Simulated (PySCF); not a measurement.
# Two-dimensional NMR puzzle

Compound of formula C4H7N3O2Si. Correlations simulated from computed shifts and the bond graph:

HSQC (one-bond C–H):
```tsv
δH	δC
7.86	141.5
3.84	51.3
```

HMBC (two and three bonds, from the bond graph; two-bond peaks within aromatic rings are usually weak or absent):
```tsv
δH	δC
7.86	150.9
4.99	141.5
3.84	151.9
```

Carbons without hydrogens: δ 151.9, 150.9.

[PySCF: PBE0-D3(BJ)/def2-SVP structure; shielding tensors at KT3/pcSseg-1 (GIAO); single conformer; fast rotation and ring inversion assumed for equivalent nuclei; non-relativistic Hamiltonian; isolated molecule]

δ = σ(ref) − σ, references computed at the same level: TMS for 1H and 13C.

Exchangeable hydrogens are left out of these lists.

Q: Which molecule is this?

A: SMILES C1(C(OC)=O)=NN([SiH3])C=N1.

Mapped SMILES: `[CH3:1][O:2][C:3](=[O:4])[c:5]1[n:6][cH:7][n:8]([SiH3:9])[n:10]1` (H(Xn): hydrogen on atom n).

δC 151.9 is C3, an ester carbonyl carbon. δC 150.9 is C5, a substituted aromatic carbon next to a ring nitrogen. δC 141.5 is C7, an aromatic CH between two ring heteroatoms (δH 7.86). δC 51.3 is C1, a methyl carbon bonded to O (δH 3.84). HMBC from δH 7.86 reaches the proton-free carbon C5. HMBC from δH 3.84 reaches the proton-free carbon C3.

The data come from this structure; uniqueness wasn't tested.

Shifts are as computed, not scaled to solution data. Of 1328 compounds with measured shifts, 309 miss one by over three times the rms of a fit or turn the order of signals round; such compounds aren't used in these exercises. Signals without a measured value on file couldn't be tested in this way.
